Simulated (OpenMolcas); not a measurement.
Re4+ (d3) in a complex was computed by CASSCF with the d shell active (OpenMolcas, ANO-RCC-VDZP on the metal). Its lowest spin-free states, and all those of the highest spin:

```csv
2S+1,Degeneracy,E (cm-1)
4,1,0.0
2,2,14090
2,3,14580
2,3,22839
4,3,44887
4,3,52830
2,1,55867
2,3,57774
2,3,58329
2,2,60001
2,3,63383
2,3,67313
4,3,91951
```

**Question.** Is the site octahedral, tetrahedral or cube-like, axial, or of lower symmetry?

**Answer.** The states with 2S+1 = 4 have orbital degeneracies 1, 3, 3, 3. Threefold states need a cubic site. For d3 at this spin an octahedron puts the single A2 below the threefold T2 and a tetrahedron or cube puts the threefold T1 below the threefold T2, so the site is octahedral. The first gap at this spin, 44900 cm-1, is |10Dq| in ligand-field theory. The run had Re4+ with 6 ligands (fluoride) in octahedral coordination (Oh) at 1.84 Å. A charge of +0.333 e stands 2.8 Å behind each ligand. Ligand basis ANO-RCC-VDZP.

Without dynamic correlation the repulsion within the d shell is too large (B by tens of per cent), so at a given field states of lower spin stand too high. The least metal-like active orbital is 73 % on the metal (Löwdin) and no ligand orbital is active, so the numbers are rough. With metal d orbitals alone the field can be off either way by tens of per cent. Ligand-to-metal charge-transfer states are missing. With no ligand orbital active B as a rule stays too high, so bands that hang on it stand too high and its fall with covalency is understated. The distance lies 5 % under the 1.94 Å that this model takes as the normal distance (a Shannon-type radius plus a fixed donor radius); by an R⁻⁵ law this alone changes a d-shell field by about +30 %. No measured value stands beside these numbers; the geometry is a model, was not optimised and need not be the one that this ion takes.
